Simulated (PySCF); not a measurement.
Isomers of C4H9ClOSi, mass 136.011 u with the commonest isotopes. Method: PBE0-D3(BJ)/def2-SVP geometry optimisation, gas phase (PySCF 2.14.0). One conformer each, none proved a minimum here; rigid rotors.

Question: Order these by rotational constant A, largest first.
A. `[CH3:1][O:2][Si@@H:3]([Cl:4])[CH:5]1[CH2:6][CH2:7]1` with C1–O2–Si3–Cl4 54°, O2–Si3–C5–C6 161°
B. `[CH3:1][O:2][C@@H:3]1[CH2:4][C@@H:5]1[SiH2:6][Cl:7]` with C1–O2–C3–C4 -83°, C4–C5–Si6–Cl7 107°
C. `[Cl:1][C@H:2]1[CH2:3][O:4][CH2:5][CH2:6][SiH2:7]1` with Cl1–C2–C3–O4 -179°, C2–C3–O4–C5 -74°, C3–O4–C5–C6 73°, O4–C5–C6–Si7 -55°

Answer: B (4743 MHz), C (3062 MHz), A (2448 MHz).

Question: Order these by rotational constant C, largest first.
A. `[CH3:1][O:2][C@@H:3]1[CH2:4][C@@H:5]1[SiH2:6][Cl:7]` with C1–O2–C3–C4 -83°, C4–C5–Si6–Cl7 107°
B. `[CH3:1][O:2][Si@@H:3]([Cl:4])[CH:5]1[CH2:6][CH2:7]1` with C1–O2–Si3–Cl4 54°, O2–Si3–C5–C6 161°
C. `[Cl:1][C@H:2]1[CH2:3][O:4][CH2:5][CH2:6][SiH2:7]1` with Cl1–C2–C3–O4 -179°, C2–C3–O4–C5 -74°, C3–O4–C5–C6 73°, O4–C5–C6–Si7 -55°

Answer: C (964.4 MHz), B (876.2 MHz), A (738.2 MHz).

Question: Order these by rotational constant B, largest first.
A. `[CH3:1][O:2][Si@@H:3]([Cl:4])[CH:5]1[CH2:6][CH2:7]1` with C1–O2–Si3–Cl4 54°, O2–Si3–C5–C6 161°
B. `[CH3:1][O:2][C@@H:3]1[CH2:4][C@@H:5]1[SiH2:6][Cl:7]` with C1–O2–C3–C4 -83°, C4–C5–Si6–Cl7 107°
C. `[Cl:1][C@H:2]1[CH2:3][O:4][CH2:5][CH2:6][SiH2:7]1` with Cl1–C2–C3–O4 -179°, C2–C3–O4–C5 -74°, C3–O4–C5–C6 73°, O4–C5–C6–Si7 -55°

Answer: C (1289 MHz), A (1243 MHz), B (808.9 MHz).

```json
{"SMILES": "CO[C@@H]1C[C@@H]1[SiH2]Cl", "point group": "C1", "Ia (u·Å²)": "106.55", "Ib (u·Å²)": "624.73", "Ic (u·Å²)": "684.63", "κ": "-0.96", "μa (D)": "3.28", "μb (D)": "0.96", "μc (D)": "0.09"}
{"SMILES": "CO[Si@@H](Cl)C1CC1", "point group": "C1", "Ia (u·Å²)": "206.41", "Ib (u·Å²)": "406.48", "Ic (u·Å²)": "576.81", "κ": "-0.53", "μa (D)": "0.64", "μb (D)": "1.10", "μc (D)": "0.31"}
{"SMILES": "Cl[C@H]1COCC[SiH2]1", "point group": "C1", "Ia (u·Å²)": "165.04", "Ib (u·Å²)": "392.19", "Ic (u·Å²)": "524.06", "κ": "-0.69", "μa (D)": "1.86", "μb (D)": "0.67", "μc (D)": "0.09"}
```
